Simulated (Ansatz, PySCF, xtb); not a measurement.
Breaking a bond: SMILES [SeH2]. The Se1–H3 bond (Se1 also carries H; H3 carries nothing else) is stretched with both fragments frozen at the PBE0/def2-TZVP optimised geometry.

Levels: UCCSD(T) = CCSD(T) on UHF/cc-pVDZ, cores with 3d frozen (Ansatz, a first-principles code); GFN1-xTB (xtb); UHF/6-31G* = unrestricted Hartree-Fock/6-31G*, spherical d in PySCF.

Energies are in eV, each relative to the lowest point of its own curve near equilibrium.

```
R / Å  UCCSD(T)  GFN1-xTB  UHF/6-31G*
-----  --------  --------  ----------
1.18      1.591     1.311       1.535
1.27      0.648     0.447       0.597
1.31      0.389     0.238       0.344
1.40      0.067     0.016       0.044
1.42      0.034     0.000       0.017
1.47      0.000     0.000       0.000
1.52      0.023     0.046       0.042
1.58      0.107     0.148       0.152
1.61      0.168     0.214       0.226
1.70      0.401     0.462       0.505
1.86      0.918     1.032       1.123
1.95      1.230     1.387       1.473
2.18      1.988     2.269       2.010
2.45      2.691     3.171       2.282
2.68      3.095     3.795       2.384
2.88      3.287     4.226       2.429
3.27      3.416     4.801       2.468
3.63      3.444         —       2.479
3.93      3.451         —       2.484
4.44      3.456         —       2.487
5.13      3.457         —       2.488
```

At the longest distance, 5.13 Å, UCCSD(T) lies highest above its minimum (3.457 eV) and UHF/6-31G* lowest (2.488 eV).

Dashes: no converged value, or the column stops at the first point that the program doubted or that broke a chosen test of continuity, which isn't proof of a fault.

The unrestricted determinant behind UCCSD(T), UHF/6-31G* is spin-contaminated at 1.95 to 5.13 Å (<S²> up to 1.0, against 0.00 for a pure singlet).
